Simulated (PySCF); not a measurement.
NMR data simulated for an unnamed compound:

¹H NMR (300 MHz, computed): δ 6.60 (m, 1H), 6.08 (m, 1H), 5.43 (m, 1H), 5.31 (m, 1H), 2.72 (m, 1H), 2.39 (m, 2H), 2.20 (m, 2H), 1.99 (m, 1H), 1.84 (m, 1H), 1.67 (m, 2H).

¹³C{¹H} NMR (computed): δ 173.9 (C), 138.4 (CH), 122.0 (CH2), 117.8 (CH), 41.6 (CH2), 33.3 (CH), 27.7 (CH2), 16.4 (CH2).

[PySCF 2.14.0 with density-fitted response routines: shielding tensors at PBE0/pcSseg-1 (GIAO); structure optimised with GFN2-xTB; one conformer; gas phase; equivalent nuclei averaged; relativity neglected]

δ = σ(ref) − σ, references computed at the same level: TMS for ¹H, ¹³C.

Problem. Which of these does the molecule contain: a non-aromatic C=C double bond, a benzene ring, a tert-butyl group, an ester, a vinyl group CH=CH2?

Solution. 
- A non-aromatic C=C double bond: yes.
- A benzene ring: no.
- A tert-butyl group: no.
- An ester: no.
- A vinyl group CH=CH2: yes (δC 122.0, 138.4; δH 5.31 (m), 5.43 (m), 6.60 (m)).

The data belong to SMILES C=C/C=C(/F)CC1CCC1, C9H13F; they needn't prove each group on their own.

Carbon signals by region: 1 in the far downfield region (above 160 ppm), 3 in the sp2 and nitrile region (100–160 ppm), 4 below 50 ppm. Above 160 ppm: 173.9, fully substituted alkene carbon.

Splittings by ¹⁹F in the carbon and heteronuclear signals aren't shown, as no couplings were computed. Shifts are as computed. Against solution values, carbons near 30 ppm lie about +3 ppm off and those near 130 ppm about +5 ppm. Of 1211 compounds with measured shifts, 218 miss one by over three times the rms of a fit or turn the order of signals round; such compounds aren't used in these exercises. Multiplicities follow the n + 1 count of equivalent neighbours, as no J values were calculated; m marks all less simple cases, F and P coupling included.
